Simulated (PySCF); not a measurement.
These are PBE0-D3(BJ)/def2-TZVP (PySCF 2.14.0) values and carry that method's errors. Gas-phase values, no solvent. Delta-SCF ions had no search for a lower state. Excitations are Tamm–Dancoff values on a coarser integration grid. The basis has no diffuse functions, so Rydberg states are missing or too high.

Reference species (SMILES): `[SiH2]=C` (neutral, multiplicity 1).

* **HOMO**: -6.62 eV
* **vertical ionisation energy (Delta-SCF)**: 8.75 eV
* **brightest of the four lowest singlets (TDA)**: 5.60 eV
* **LUMO**: -1.23 eV

Changed species: `C=[SiH]C#N` (X = cyano; the reference has X = H).

Predict the effect on the HOMO, vertical ionisation energy (Delta-SCF), brightest of the four lowest singlets (TDA) and LUMO.

the HOMO falls by 0.67 eV, to -7.29 eV; the vertical ionisation energy (Delta-SCF) rises by 0.52 eV, to 9.27 eV; the brightest of the four lowest singlets (TDA) decreases by 0.40 eV, to 5.20 eV; the LUMO drops by 1.07 eV, to -2.30 eV.
